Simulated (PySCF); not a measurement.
## [Nd(H2O)3]2+: from a saddle point downhill

PySCF 2.14.0, RKS PBE0, Nd lcecp-0-SVP with ECP50, O def2-SVP, H def2-SVP; non-relativistic Hamiltonian with scalar-relativistic core potentials where named; density fitting; no spin-orbit coupling. Relaxed within the symmetry of its start, the geometry (D3h) is

```xyz
10

Nd    0.0000    0.0000    0.0000
O     2.5484    0.0000    0.0000
H     3.1508    0.0000    0.7632
H     3.1508    0.0000   -0.7632
O    -1.2742    2.2070    0.0000
H    -1.5754    2.7287    0.7632
H    -1.5754    2.7287   -0.7632
O    -1.2742   -2.2070    0.0000
H    -1.5754   -2.7287    0.7632
H    -1.5754   -2.7287   -0.7632
```

and its lowest harmonic modes are -115, -98, -98, -19, 20, 20 cm⁻¹ (negative: unstable). It was moved along the lowest mode and relaxed again, within the group D3 that the move left.

**Question.** Where does it end, and how much lower?

**Answer.** In D3, 0.032 eV lower, after 18 steps:
```xyz
10

Nd    0.0000    0.0000    0.0000
O     2.5409    0.0000    0.0000
H     3.1425   -0.6244    0.4409
H     3.1425    0.6244   -0.4409
O    -1.2704    2.2005    0.0000
H    -1.0305    3.0337    0.4409
H    -2.1120    2.4093   -0.4409
O    -1.2704   -2.2005    0.0000
H    -2.1120   -2.4093    0.4409
H    -1.0305   -3.0337   -0.4409
```

**Question.** How do the contacts change?

**Answer.** 
| contact | saddle (Å) | end (Å) |
| --- | --- | --- |
| Nd1–O2 (H2O) | 2.548 | 2.541 |
| Nd1–O5 (H2O) | 2.548 | 2.541 |
| Nd1–O8 (H2O) | 2.548 | 2.541 |


**Question.** Is the end a minimum?

**Answer.** Yes, as far as the noise of the softest modes lets one tell (those above −25 cm⁻¹ count as noise); lowest modes -22, 28, 28, 74, 74, 127 cm⁻¹.

An lcecp potential fixes the number of 4f electrons, so in runs with it no electron can move into or out of that shell; real Nd(II) is rare or takes another configuration.

State: singlet in the valence, with the 4f electrons in the core potential.
